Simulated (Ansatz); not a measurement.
Molecular dynamics of Cl4FHOW

The input (input.yaml):

```yaml
crystal:
  periodic: [false, false, false]
  atoms:
    - { symbol: W, position_ang: [-0.025463, 0.030452, -0.055567] }
    - { symbol: F, position_ang: [-0.076904, 0.072087, 1.832316] }
    - { symbol: O, position_ang: [1.844912, -0.14612, -0.032979] }
    - { symbol: H, position_ang: [2.456138, -0.905168, 0.035549] }
    - { symbol: Cl, position_ang: [0.073519, 2.337717, 0.013851] }
    - { symbol: Cl, position_ang: [-2.337767, -0.094959, 0.001654] }
    - { symbol: Cl, position_ang: [-0.016333, -2.32487, 0.015418] }
    - { symbol: Cl, position_ang: [-0.091003, 0.07896, -2.369942] }
basis:
  gaussian: { orbitals: def2-SVP }
hamiltonian:
  xc: pbe
md:
  timestep: 1.0
  n_steps: 250
  ensemble: nvt_langevin
  temperature: 500.0
  initial_velocities: maxwell_boltzmann
  seed: 738495
  friction: 0.05
```

Run as:

```bash
$ ansatz run input.yaml --threads 4 --pin off --max-ram 5120MiB --backend cpu --events-out ev --progress --plain --runs-dir out
```

It starts from a relaxed structure.

Output, in part (one step line in 5, the closing report, with atoms numbered from 0):

```
md step     0: t =     0.00 fs  T =   437.5 K  F+E_penalty+E_count = -56660.31296413 eV  E_kin = 0.452410 eV  (33 SCF iters)
md step     5: t =     5.00 fs  T =   295.0 K  F+E_penalty+E_count = -56660.30103702 eV  E_kin = 0.305103 eV  (34 SCF iters)
md step    10: t =    10.00 fs  T =   274.4 K  F+E_penalty+E_count = -56660.27649211 eV  E_kin = 0.283732 eV  (34 SCF iters)
md step    15: t =    15.00 fs  T =   219.3 K  F+E_penalty+E_count = -56660.23636389 eV  E_kin = 0.226745 eV  (34 SCF iters)
md step    20: t =    20.00 fs  T =   282.4 K  F+E_penalty+E_count = -56660.22892206 eV  E_kin = 0.292020 eV  (34 SCF iters)
md step    25: t =    25.00 fs  T =   376.1 K  F+E_penalty+E_count = -56660.20980191 eV  E_kin = 0.388964 eV  (34 SCF iters)
md step    30: t =    30.00 fs  T =   265.6 K  F+E_penalty+E_count = -56660.15834149 eV  E_kin = 0.274644 eV  (34 SCF iters)
md step    35: t =    35.00 fs  T =   243.4 K  F+E_penalty+E_count = -56660.09720724 eV  E_kin = 0.251657 eV  (34 SCF iters)
md step    40: t =    40.00 fs  T =   247.5 K  F+E_penalty+E_count = -56660.00471242 eV  E_kin = 0.255904 eV  (37 SCF iters)
md step    45: t =    45.00 fs  T =   288.0 K  F+E_penalty+E_count = -56659.98738518 eV  E_kin = 0.297775 eV  (34 SCF iters)
md step    50: t =    50.00 fs  T =   441.9 K  F+E_penalty+E_count = -56660.00952671 eV  E_kin = 0.457009 eV  (33 SCF iters)
md step    55: t =    55.00 fs  T =   568.0 K  F+E_penalty+E_count = -56660.03240220 eV  E_kin = 0.587357 eV  (34 SCF iters)
md step    60: t =    60.00 fs  T =   558.3 K  F+E_penalty+E_count = -56660.04822298 eV  E_kin = 0.577296 eV  (35 SCF iters)
md step    65: t =    65.00 fs  T =   469.6 K  F+E_penalty+E_count = -56660.04451561 eV  E_kin = 0.485614 eV  (34 SCF iters)
md step    70: t =    70.00 fs  T =   350.2 K  F+E_penalty+E_count = -56659.95770514 eV  E_kin = 0.362099 eV  (34 SCF iters)
md step    75: t =    75.00 fs  T =   267.8 K  F+E_penalty+E_count = -56659.95274917 eV  E_kin = 0.276968 eV  (35 SCF iters)
md step    80: t =    80.00 fs  T =   480.8 K  F+E_penalty+E_count = -56660.03265545 eV  E_kin = 0.497182 eV  (34 SCF iters)
md step    85: t =    85.00 fs  T =   693.9 K  F+E_penalty+E_count = -56660.07136626 eV  E_kin = 0.717530 eV  (34 SCF iters)
md step    90: t =    90.00 fs  T =   399.3 K  F+E_penalty+E_count = -56660.05952772 eV  E_kin = 0.412863 eV  (33 SCF iters)
md step    95: t =    95.00 fs  T =   743.4 K  F+E_penalty+E_count = -56660.05047350 eV  E_kin = 0.768699 eV  (34 SCF iters)
md step   100: t =   100.00 fs  T =   661.0 K  F+E_penalty+E_count = -56660.08293937 eV  E_kin = 0.683485 eV  (34 SCF iters)
md step   105: t =   105.00 fs  T =   561.5 K  F+E_penalty+E_count = -56660.07702963 eV  E_kin = 0.580609 eV  (34 SCF iters)
md step   110: t =   110.00 fs  T =   449.1 K  F+E_penalty+E_count = -56660.03694491 eV  E_kin = 0.464453 eV  (34 SCF iters)
md step   115: t =   115.00 fs  T =   289.8 K  F+E_penalty+E_count = -56659.97245498 eV  E_kin = 0.299714 eV  (33 SCF iters)
md step   120: t =   120.00 fs  T =   590.8 K  F+E_penalty+E_count = -56659.94977740 eV  E_kin = 0.610967 eV  (34 SCF iters)
md step   125: t =   125.00 fs  T =   376.8 K  F+E_penalty+E_count = -56659.96127988 eV  E_kin = 0.389639 eV  (36 SCF iters)
md step   130: t =   130.00 fs  T =   343.9 K  F+E_penalty+E_count = -56659.97295713 eV  E_kin = 0.355578 eV  (36 SCF iters)
md step   135: t =   135.00 fs  T =   278.4 K  F+E_penalty+E_count = -56659.95867970 eV  E_kin = 0.287861 eV  (33 SCF iters)
md step   140: t =   140.00 fs  T =   299.2 K  F+E_penalty+E_count = -56659.93073247 eV  E_kin = 0.309402 eV  (34 SCF iters)
md step   145: t =   145.00 fs  T =   407.7 K  F+E_penalty+E_count = -56659.91918509 eV  E_kin = 0.421572 eV  (34 SCF iters)
md step   150: t =   150.00 fs  T =   554.9 K  F+E_penalty+E_count = -56659.89064963 eV  E_kin = 0.573786 eV  (36 SCF iters)
md step   155: t =   155.00 fs  T =   460.8 K  F+E_penalty+E_count = -56659.95213306 eV  E_kin = 0.476490 eV  (35 SCF iters)
md step   160: t =   160.00 fs  T =   528.5 K  F+E_penalty+E_count = -56660.01144048 eV  E_kin = 0.546497 eV  (35 SCF iters)
md step   165: t =   165.00 fs  T =   614.0 K  F+E_penalty+E_count = -56660.01925136 eV  E_kin = 0.634886 eV  (35 SCF iters)
md step   170: t =   170.00 fs  T =   657.4 K  F+E_penalty+E_count = -56660.03774037 eV  E_kin = 0.679774 eV  (36 SCF iters)
md step   175: t =   175.00 fs  T =   595.2 K  F+E_penalty+E_count = -56660.05463584 eV  E_kin = 0.615459 eV  (34 SCF iters)
md step   180: t =   180.00 fs  T =   615.4 K  F+E_penalty+E_count = -56660.04132284 eV  E_kin = 0.636347 eV  (37 SCF iters)
md step   185: t =   185.00 fs  T =   526.5 K  F+E_penalty+E_count = -56660.02765881 eV  E_kin = 0.544475 eV  (34 SCF iters)
md step   190: t =   190.00 fs  T =   792.8 K  F+E_penalty+E_count = -56659.98555144 eV  E_kin = 0.819839 eV  (35 SCF iters)
md step   195: t =   195.00 fs  T =   787.1 K  F+E_penalty+E_count = -56659.93870898 eV  E_kin = 0.813946 eV  (34 SCF iters)
md step   200: t =   200.00 fs  T =   757.0 K  F+E_penalty+E_count = -56659.87985146 eV  E_kin = 0.782768 eV  (35 SCF iters)
md step   205: t =   205.00 fs  T =   543.3 K  F+E_penalty+E_count = -56659.72862785 eV  E_kin = 0.561834 eV  (36 SCF iters)
md step   210: t =   210.00 fs  T =   588.2 K  F+E_penalty+E_count = -56659.68546579 eV  E_kin = 0.608273 eV  (34 SCF iters)
md step   215: t =   215.00 fs  T =   514.1 K  F+E_penalty+E_count = -56659.67243602 eV  E_kin = 0.531618 eV  (34 SCF iters)
md step   220: t =   220.00 fs  T =   489.9 K  F+E_penalty+E_count = -56659.65508609 eV  E_kin = 0.506601 eV  (35 SCF iters)
md step   225: t =   225.00 fs  T =   623.0 K  F+E_penalty+E_count = -56659.57119404 eV  E_kin = 0.644194 eV  (36 SCF iters)
md step   230: t =   230.00 fs  T =   578.7 K  F+E_penalty+E_count = -56659.58290121 eV  E_kin = 0.598408 eV  (35 SCF iters)
md step   235: t =   235.00 fs  T =   376.5 K  F+E_penalty+E_count = -56659.61053828 eV  E_kin = 0.389344 eV  (35 SCF iters)
md step   240: t =   240.00 fs  T =   550.8 K  F+E_penalty+E_count = -56659.67911338 eV  E_kin = 0.569561 eV  (35 SCF iters)
md step   245: t =   245.00 fs  T =   555.7 K  F+E_penalty+E_count = -56659.69654233 eV  E_kin = 0.574647 eV  (35 SCF iters)
md step   250: t =   250.00 fs  T =   483.8 K  F+E_penalty+E_count = -56659.63880466 eV  E_kin = 0.500333 eV  (34 SCF iters)
Total energy: -56659.63887492 eV, -2082.2033233705 hartree
Atom 0 at    -0.223373     0.217067    -0.118166 Å, force    -1.005533     1.173361     0.118965 eV/Å
Atom 1 at    -0.507760     0.131546     1.774564 Å, force     0.249807     0.237065    -1.067582 eV/Å
Atom 2 at     1.631318     0.061207    -0.123948 Å, force     1.184779    -1.152958    -0.664159 eV/Å
Atom 3 at     1.761416    -0.856683    -0.534263 Å, force     0.693609     0.820856     0.695948 eV/Å
Atom 4 at     0.418331     2.504098    -0.046497 Å, force    -0.968542    -0.808645     0.178042 eV/Å
Atom 5 at    -2.590771    -0.055114    -0.245670 Å, force     0.885543     0.136502    -0.040588 eV/Å
Atom 6 at     0.131003    -2.111282    -0.207228 Å, force    -0.759537    -0.639314     0.140546 eV/Å
Atom 7 at    -0.201851     0.223295    -2.489671 Å, force    -0.280126     0.233133     0.638829 eV/Å
Dipole moment:     0.216716    -0.084440    -0.106985 e Å
```

All steps were run. A run of 0.25 ps of so small a system gives no equilibrium averages.

No bond is clearly made or broken; grazing contacts change: W1–H4 2.65 → 2.29 Å. Pairs count as bonded within 1.25 times the sum of covalent radii (0.12 Å more for H–H).

Last frame:

```xyz
8
Properties=species:S:1:pos:R:3
W -0.223 0.217 -0.118
F -0.508 0.132 1.775
O 1.631 0.061 -0.124
H 1.761 -0.857 -0.534
Cl 0.418 2.504 -0.046
Cl -2.591 -0.055 -0.246
Cl 0.131 -2.111 -0.207
Cl -0.202 0.223 -2.490
```

Run time: 4.9 min on 4 threads of INTEL(R) XEON(R) PLATINUM 8581C CPU @ 2.30GHz (Emerald Rapids) (shared host), peak memory 0.27 GiB.
